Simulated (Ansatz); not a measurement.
A nudged elastic band was laid between two geometries of C2H4OZn (8 atoms, charge 0, multiplicity 1).

The calculation used RHF/def2-SVP (Ansatz).

| Quantity | Value |
| --- | --- |
| movable images | 5 |
| climbing image | yes |
| spring | 5.0 eV/Å² |
| optimiser | quadratic models (default) |
| start path | IDPP |
| force threshold | 0.03 eV/Å |
| iteration limit | 60 |
| end points | relaxed |

First end point:

```xyz
8
Properties=species:S:1:pos:R:3
C -0.198 1.373 0.211
C 0.008 -0.091 -0.048
O 0.365 -0.547 -1.079
Zn 0.875 -5.233 -0.823
H 0.019 1.951 -0.685
H -1.229 1.548 0.527
H 0.450 1.696 1.029
H -0.198 -0.754 0.813
```

Last end point:

```xyz
8
Properties=species:S:1:pos:R:3
C -0.117 1.376 0.291
C 0.093 -0.087 0.031
O 1.124 -0.651 0.158
Zn 0.352 -5.266 -1.289
H -0.488 1.861 -0.615
H -0.879 1.506 1.063
H 0.814 1.842 0.607
H -0.807 -0.639 -0.301
```

Question: What changes between the two ends?

Answer: No bond is made or broken. The dihedral H5–C1–C2–O3 goes from 0 to 122°.

Question: What energy profile does the band end with?

Answer: The forces met the threshold. The highest image is number 3 of 0 to 6, 4.8 kJ/mol above the ends, which have the same energy within 2 meV. A vibrational analysis at the climbing image gives one clearly imaginary mode, 177i cm⁻¹, and a faint second one (13i cm⁻¹) that may be numerical noise or a soft torsion: probably a first-order saddle point.

```tsv
image	path coordinate (Å)	energy (kJ/mol)	dihedral H5–C1–C2–O3 (°)
0	0.00	0.0	0
1	0.39	1.1	19
2	0.79	3.6	39
3	1.18	4.8	59
4	1.58	3.5	80
5	1.97	1.0	101
6	2.36	0.0	122
```

Question: What is the geometry of the highest image?

Answer: 
```xyz
8
Properties=species:S:1:pos:R:3
C -0.175 1.372 0.255
C 0.035 -0.099 0.001
O 0.943 -0.529 -0.622
Zn 0.638 -5.244 -1.044
H -0.271 1.891 -0.699
H -1.063 1.559 0.858
H 0.700 1.778 0.765
H -0.716 -0.785 0.431
```

Run time: 53 s on 1 thread of Arm Neoverse V1, with other jobs on the host, peak memory 0.17 GiB.
